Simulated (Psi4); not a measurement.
Cl₂MoO₂ (SMILES [O]=[Mo](=[O])([Cl])[Cl]), singlet, geometry from GFN2-xTB (such geometries of metal compounds can be far from the true shape) (core potentials on Mo); PBE/def2-SVPD (Psi4).

Here is a job for Psi4.
```
memory 2 GB

molecule {
0 1
Mo    0.29721855   -0.05757770    0.10223692
O     1.45908310   -0.59701291   -0.91360925
O     0.72195343    0.17449871    1.66383990
Cl   -0.43859839    1.80592619   -0.66600613
Cl   -1.32207639   -1.46484520    0.06037107
}

set {
  basis def2-svpd
}

energy('pbe')
print_variables()
```

Q: Predict the main parts of the log of this Psi4 run.

A: 
```
   => Loading Basis Set <=

    Name: DEF2-SVPD
    Role: ORBITAL
    Keyword: BASIS

    !!!  WARNING: ECP capability is in beta. Please check occupations closely.  !!!

         ---------------------------------------------------------
                                   SCF
               by Justin Turney, Rob Parrish, Andy Simmonett
                          and Daniel G. A. Smith
                              RKS Reference
         ---------------------------------------------------------

  ==> Geometry <==

    Molecular point group: c1
    Full point group: C1

    Geometry (in Angstrom), charge = 0, multiplicity = 1:

       Center              X                  Y                   Z               Mass
    ------------   -----------------  -----------------  -----------------  -----------------
         MO           0.285128358355    -0.055235565159     0.098078150970    97.905404820000
         O            1.446992908355    -0.594670775159    -0.917768019030    15.994914619570
         O            0.709863238355     0.176840844841     1.659681130970    15.994914619570
         CL          -0.450688581645     1.808268324841    -0.670164899030    34.968852682000
         CL          -1.334166581645    -1.462503065159     0.056212300970    34.968852682000

  Running in c1 symmetry.

  Rotational constants: A =      0.09427  B =      0.06194  C =      0.05163 [cm^-1]
  Rotational constants: A =   2826.20824  B =   1856.95487  C =   1547.85091 [MHz]
  Nuclear repulsion =  339.881251031847057

  Charge       = 0
  Multiplicity = 1
  Electrons    = 64
  Nalpha       = 32
  Nbeta        = 32

  ==> Algorithm <==

  SCF Algorithm Type is DF.
  DIIS enabled.
  MOM disabled.
  Fractional occupation disabled.
  Guess Type is SAD.
  Energy threshold   = 1.00e-06
  Density threshold  = 1.00e-06
  Integral threshold = 1.00e-12

  ==> Primary Basis <==

  Basis Set: DEF2-SVPD
    Blend: DEF2-SVPD
    Number of shells: 52
    Number of basis functions: 134
    Number of Cartesian functions: 147
    Spherical Harmonics?: true
    Max angular momentum: 3

  Core potential: DEF2-SVPD
    Number of shells: 4
    Number of ECP primitives: 14
    Number of ECP core electrons: 28
    Max angular momentum: 3

  ==> DFT Potential <==

   => LibXC <=

    Version 7.1.2
    S. Lehtola, C. Steigemann, M. J. T. Oliveira, and M. A. L. Marques,  SoftwareX 7, 1–5 (2018) (10.1016/j.softx.2017.11.002)

   => Composite Functional: PBE <=

    PBE GGA Exchange-Correlation Functional

    J.P. Perdew et. al., Phys. Rev. Lett., 77(18), 3865-3868, 1996

    Deriv               =              1
    GGA                 =           TRUE
    Meta                =          FALSE

    Exchange Hybrid     =          FALSE
    MP2 Hybrid          =          FALSE

   => Exchange Functionals <=

    1.0000     XC_GGA_X_PBE

   => Correlation Functionals <=

    1.0000     XC_GGA_C_PBE

   => LibXC Density Thresholds  <==

    XC_GGA_C_PBE:  1.00E-12
    XC_GGA_X_PBE:  1.00E-15

   => Molecular Quadrature <=

    Radial Scheme          =       TREUTLER
    Pruning Scheme         =           NONE
    Nuclear Scheme         =       TREUTLER

    Blocking Scheme        =         OCTREE
    BS radius alpha        =              1
    Pruning alpha          =              1
    Radial Points          =             75
    Spherical Points       =            302
    Total Points           =         108503
    Total Blocks           =            923
    Max Points             =            255
    Max Functions          =            131
    Weights Tolerance      =       1.00E-15

   => Loading Basis Set <=

    Name: (DEF2-SVPD AUX)
    Role: JKFIT
    Keyword: DF_BASIS_SCF

  ==> Integral Setup <==

  SCF_SUBTYPE=INCORE selected. In-core MEM_DF algorithm will be used.
  Using in-core AOs.

  ==> MemDFJK: Density-Fitted J/K Matrices <==

    J tasked:                   Yes
    K tasked:                    No
    wK tasked:                   No
    Algorithm:                 Core
    Schwarz Cutoff:           1E-12
    Mask sparsity (%):       0.9802
    Fitting Condition:        1E-10

   => Auxiliary Basis Set <=

  Basis Set: (DEF2-SVPD AUX)
    Blend: DEF2-UNIVERSAL-JKFIT
    Number of shells: 175
    Number of basis functions: 665
    Number of Cartesian functions: 880
    Spherical Harmonics?: true
    Max angular momentum: 6

  Minimum eigenvalue in the overlap matrix is 6.6525175986E-04.
  Reciprocal condition number of the overlap matrix is 9.1014117236E-05.
    Using symmetric orthogonalization.

  ==> Pre-Iterations <==

  SCF Guess: Superposition of Atomic Densities via on-the-fly atomic UHF (no occupation information).

   -------------------------
    Irrep   Nso     Nmo
   -------------------------
     A        134     134
   -------------------------
    Total     134     134
   -------------------------

  ==> Iterations <==

                           Total Energy        Delta E     RMS |[F,P]|

   @DF-RKS iter SAD: -1137.99423681266762   -1.13799e+03   0.00000e+00
   @DF-RKS iter   1: -1137.32358525568475    6.70652e-01   1.18807e-02 DIIS/ADIIS
   @DF-RKS iter   2: -1122.43509651335194    1.48885e+01   3.41078e-02 DIIS/ADIIS
   @DF-RKS iter   3: -1137.92376304407981   -1.54887e+01   6.95081e-03 DIIS/ADIIS
   @DF-RKS iter   4: -1138.01284962563955   -8.90866e-02   5.91701e-03 DIIS/ADIIS
   @DF-RKS iter   5: -1138.35991327323768   -3.47064e-01   8.14630e-04 DIIS/ADIIS
   @DF-RKS iter   6: -1138.35638481520800    3.52846e-03   1.12139e-03 DIIS/ADIIS
   @DF-RKS iter   7: -1138.36228012323159   -5.89531e-03   6.75223e-04 DIIS/ADIIS
   @DF-RKS iter   8: -1138.36560977447107   -3.32965e-03   8.40411e-05 DIIS
   @DF-RKS iter   9: -1138.36565576851876   -4.59940e-05   5.64606e-05 DIIS
   @DF-RKS iter  10: -1138.36566946845232   -1.36999e-05   3.41205e-05 DIIS
   @DF-RKS iter  11: -1138.36567552758879   -6.05914e-06   1.79845e-05 DIIS
   @DF-RKS iter  12: -1138.36567811330383   -2.58572e-06   3.07277e-06 DIIS
   @DF-RKS iter  13: -1138.36567818884191   -7.55381e-08   6.46110e-07 DIIS
  Energy and wave function converged.

  ==> Post-Iterations <==

   Electrons on quadrature grid:
      Ntotal   =   64.0000616330 ; deviation = 6.163e-05

    Orbital Energies [Eh]
    ---------------------

    Doubly Occupied:

[...]
    Virtual:

[...]
    Final Occupation by Irrep:
              A
    DOCC [    32 ]
    NA   [    32 ]
    NB   [    32 ]

  @DF-RKS Final Energy: -1138.36567818884191

   => Energetics <=

    Nuclear Repulsion Energy =            339.8812510318470572
    One-Electron Energy =               -2269.3291449204798482
    Two-Electron Energy =                 872.1102802011741915
    DFT Exchange-Correlation Energy =     -81.0280645013833691
    Empirical Dispersion Energy =           0.0000000000000000
    VV10 Nonlocal Energy =                  0.0000000000000000
    Total Energy =                      -1138.3656781888419118

Computation Completed

Properties will be evaluated at   0.000000,   0.000000,   0.000000 [a0]

Properties computed using the SCF density matrix

 Multipole Moments:

 ------------------------------------------------------------------------------------
     Multipole            Electronic (a.u.)      Nuclear  (a.u.)        Total (a.u.)
 ------------------------------------------------------------------------------------

 L = 1.  Multiply by 2.5417464519 to convert [e a0] to [Debye]
 Dipole X            :         16.7437519          -17.1887440           -0.4449921
 Dipole Y            :         -3.2436334            3.3298336            0.0862002
 Dipole Z            :          5.7594963           -5.9125660           -0.1530697
 Magnitude           :                                                    0.4784127

 ------------------------------------------------------------------------------------

  Variable Map:
  ----------------------------------------------------------------------------
[...]
  Array Variable Map:
  ----------------------------------------------------------------------------
[...]
[...]
```
